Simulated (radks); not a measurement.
Values are calculated unless marked as measured or tabulated.
Initial-state core-level shifts of the copper ion Cu2+ when its valence configuration changes from [Ar] 3d9. Code: a radial shooting solver on a logarithmic mesh with Libxc functionals. Model: non-relativistic Kohn-Sham, PBE, spin-polarised, spherical densities, point nucleus; open shells are filled with parallel spins first. Shifts are changes of the shell-averaged eigenvalues in eV (positive: less bound); the change of the density at the nucleus, which sets a Mossbauer isomer shift, is in e/bohr^3, on a base of 1.664e+04.

[
 {"valence": "3d8.5 4s0.5", "1s": "-3.924", "2p": "-4.309", "3s": "-3.782", "3p": "-3.697", "density at nucleus": "+5.818"},
 {"valence": "3d8 4p1", "1s": "-9.586", "2p": "-10.340", "3s": "-9.216", "3p": "-9.034", "density at nucleus": "+2.109"},
 {"valence": "3d6 4s2 4p1", "1s": "-29.241", "2p": "-32.128", "3s": "-26.778", "3p": "-26.207", "density at nucleus": "+34.239"},
 {"valence": "3d7 4p2", "1s": "-20.077", "2p": "-21.798", "3s": "-18.913", "3p": "-18.528", "density at nucleus": "+4.949"},
 {"valence": "3d7 4s2", "1s": "-17.563", "2p": "-19.336", "3s": "-16.400", "3p": "-16.035", "density at nucleus": "+27.616"},
 {"valence": "3d8 4s1", "1s": "-8.135", "2p": "-8.951", "3s": "-7.758", "3p": "-7.582", "density at nucleus": "+12.474"},
 {"valence": "3d5 4p4", "1s": "-44.036", "2p": "-48.190", "3s": "-39.696", "3p": "-38.910", "density at nucleus": "+12.594"},
 {"valence": "3d7.5 4s1.5", "1s": "-12.718", "2p": "-13.992", "3s": "-12.002", "3p": "-11.734", "density at nucleus": "+19.653"},
 {"valence": "3d5 4s0.5 4p3.5", "1s": "-43.214", "2p": "-47.398", "3s": "-38.876", "3p": "-38.095", "density at nucleus": "+20.232"}
]
